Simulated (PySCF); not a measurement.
**Worked example: chemical shift, span and skew from a shielding tensor**

C3H9BO2, SMILES COB(C)CO. Atoms are numbered in the order given.

```xyz
15

C     -0.2401     2.4581     0.0000
O     -0.7670     1.1478     0.0000
B      0.0136     0.0327     0.0000
C      1.5872     0.0947     0.0000
C     -0.7978    -1.3302     0.0000
O      0.0699    -2.4530     0.0000
H      0.3792     2.6471    -0.8935
H     -1.0801     3.1683     0.0000
H      0.3792     2.6471     0.8935
H      1.9614     0.6454    -0.8822
H      1.9614     0.6454     0.8822
H      2.0282    -0.9110     0.0000
H     -1.4747    -1.3223    -0.8832
H     -1.4747    -1.3223     0.8832
H     -0.4662    -3.2548     0.0000
```

Coordinates come from a B3LYP-D3(BJ)/def2-SVP optimisation. This is a generated structure with no PubChem entry under its InChIKey; it may be hypothetical. The values are those of a single conformer.

GIAO shieldings from PBE/pcSseg-1 (PySCF), non-relativistic, no solvent. The symmetric part of the tensor of C1 has the principal values 98.2, 98.4, 174.9 ppm. The same nucleus in TMS has σ = 182.0 ppm at this level (PySCF, at its B3LYP-D3(BJ)/def2-TZVP geometry).

Problem. Work out the isotropic shielding, the ¹³C shift against TMS, the span and the skew.

Solution. 
σ(iso) = (σ11 + σ22 + σ33)/3 = 123.8 ppm. δ = σ(ref) − σ(iso) = 182.0 − (123.8) = 58.2 ppm.
Span Ω = σ33 − σ11 = 76.7 ppm. Skew κ = 3(σ(iso) − σ22)/Ω = 0.99, an axial tensor. Tumbling in solution averages the tensor to δ; in a static solid the shielding alone would spread this spin-1/2 line over Ω.
